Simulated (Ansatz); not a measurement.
Ansatz (a first-principles code) input (B3LYP/6-31G):

Ansatz 0.2 input:
```yaml
crystal:
  periodic: [false, false, false]
  atoms:
    - {symbol: Si, position_ang: [-0.00000000, -0.00000000, -1.08888770]}
    - {symbol: S, position_ang: [0.00000000, 0.00000000, 0.95277674]}
basis:
  gaussian:
    orbitals: 6-31G
hamiltonian:
  xc: {name: B3LYP}
total_charge: -1
magnetization: {spin_polarized: true, initial_magnetization: 1}
output: {forces: true}
```

Q: What final total energy does it give?

A: -687.67293 Eh.
